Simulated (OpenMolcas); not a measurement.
A run on Ta3+ with its 6 nearest fluoride ions at 2.029 Å, on the Zn site of KZnF3 (a = 4.054 Å, distance in the model lattice 2.027 Å). The rest of the host is ab initio model potentials to 7.6 Å, with orthogonalisation functions on the cations behind the ligands, and point charges beyond; the distance is set by hand and nothing relaxes, and no local charge compensation is placed. Ligand basis ANO-RCC-VDZP.
```
Ta    0.0000    0.0000    0.0000
F     2.0290    0.0000    0.0000
F     0.0000    2.0290    0.0000
F    -2.0290    0.0000    0.0000
F     0.0000   -2.0290    0.0000
F     0.0000    0.0000    2.0290
F     0.0000    0.0000   -2.0290
```

```yaml
Program: OpenMolcas 26.06
Method: SS-CASPT2, IPEA 0.25 Eh, imaginary shift 0.1 Eh (the lowest 17 gerade and 18 ungerade orbitals frozen, chosen by energy and not by shell, so the metal 5p can be frozen and 4f correlated)
Basis: ANO-RCC-VTZP [8s7p5d3f2g1h]
Scalar_Hamiltonian: DKH2, point nucleus
Active_space: 2 electrons in 5 orbitals (5d)
State_averaging: 2S+1 = 3 even, 10 roots; 2S+1 = 1 even, 15 roots
Spin-orbit_coupling: RASSI with atomic mean-field integrals over the reference wave functions
```

212 basis functions. Blocks (2S+1, parity, CSFs, roots kept): 3, even, 10, 10; 1, even, 15, 15.

**Question.** How long do the CASPT2 steps take on 1 thread of Arm Neoverse V1 (shared host)?

**Answer.** About 4.1 min of wall time, without the integral step.
